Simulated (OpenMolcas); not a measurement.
Rh3+ (d6) on a cation site of an ionic host was computed by SS-CASPT2, IPEA 0.25 Eh, imaginary shift 0.1 Eh with the d shell active (OpenMolcas, ANO-RCC-VTZP on the metal). Its lowest spin-free states, and all those of the highest spin:

```
2S+1  Degeneracy  E (cm-1)
   1           1         0
   3           3     16460
   1           3     18790
   3           3     18930
   1           3     23830
   5           3     29430
   3           3     36030
   3           3     36490
   1           3     38010
   1           2     39040
   3           3     39090
   3           3     39700
   5           2     52580
```

Problem. Is the site octahedral, tetrahedral or cube-like, axial, or of lower symmetry?

Solution. The states with 2S+1 = 5 have orbital degeneracies 3, 2. Threefold states need a cubic site. For d6 at this spin an octahedron puts the threefold T2 below the twofold E and a tetrahedron or cube puts the twofold E below the threefold T2, so the site is octahedral. The first gap at this spin, 23100 cm-1, is |10Dq| in ligand-field theory. The run had Rh3+ with its 6 nearest chloride ions at 2.432 Å, on the Zr site of Cs2ZrCl6 (a = 10.407 Å, distance in the model lattice 2.446 Å). The rest of the host is ab initio model potentials to 7.6 Å and point charges beyond; the distance is set by hand and nothing relaxes, and no local charge compensation is placed. Ligand basis ANO-RCC-VDZP.

Roots that are degenerate in the reference are averaged as groups; the widest CASPT2 spread within a group is 1400 cm-1 (the 3-fold group of multiplicity 3 near 47800 cm-1 above the lowest state of its run). Shifts and gaps below about the spread of the groups concerned are not significant. Over all roots computed the reference weight is 0.62 to 0.66; a low but even weight reflects the number of correlated electrons. The least metal-like active orbital is 69 % on the metal (Löwdin) and no ligand orbital is active, so the numbers are rough, and ground spin, moment and any spin crossover can be artefacts of this space; highly charged d ions in such sites are as a rule low spin. Ligand-to-metal charge-transfer states are missing. With no ligand orbital active B as a rule stays too high, so bands that hang on it stand too high and its fall with covalency is understated. With one d shell and no ligand orbital active, 10Dq can be off by a tenth or more. No measured value stands beside these numbers; the geometry was set by hand and not optimised.
